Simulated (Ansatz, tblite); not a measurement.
Isomers of In$_{2}$Te$_{3}$ (singlet), found by a short tight-binding search and relaxed with r2SCAN-D4/def2-SVP in Ansatz.

In the def2 sets In, Te take a core potential; there is no spin–orbit coupling. The xTB rows come from tblite. LC-ωPBE has ω = 0.4 bohr⁻¹. Correlated methods freeze 20 core orbitals; core or outer-core shells of In, Te are correlated, in sets that lack core-valence functions.

Other spin states were run for one of them alone.

A:

```xyz
5

In   -0.5366   -0.5025    0.8696
In    0.6884   -0.3833   -2.3275
Te   -0.8025   -2.5168   -0.7725
Te    0.8633    1.8031   -0.2344
Te   -0.2127    1.5995    2.4648
```

B:

```xyz
5

In   -1.7911   -1.6101    0.3392
In    1.1687    1.5684   -1.4455
Te    1.1332   -1.5153   -0.8194
Te    0.8264    0.0553    1.4689
Te   -1.3372    1.5016    0.4568
```

C:

```xyz
5

In   -0.575    2.171   -0.164
In    1.722   -1.263   -1.230
Te   -1.247   -0.463    1.343
Te    1.432    0.253    1.472
Te   -1.332   -0.698   -1.421
```

Task: Estimate which lies lowest at each level, and how far above it the others are (kcal/mol).

Result: 
```
              level     A    B    C
           GFN1-xTB  27.9  0.0  3.7
           GFN2-xTB  21.1  0.0  3.9
        HF/def2-SVP   2.4  0.7  0.0
   PBE-D4/def2-TZVP   8.6  0.0  0.1
r2SCAN-D4/def2-TZVP   2.9  0.0  0.2
  PBE0-D4/def2-TZVP   6.2  0.0  0.1
  LC-ωPBE/def2-TZVP   1.6  0.0  0.4
 PBE-QIDH/def2-TZVP   2.8  0.0  0.9
       MP2/def2-SVP   0.0  1.4  2.2
      CCSD/def2-SVP   1.4  0.0  0.0
   CCSD(T)/def2-SVP   0.6  0.0  0.1
```
Point groups (tolerance 0.1 Å): A Cs, B C2v, C Cs. Lower isomers may exist.
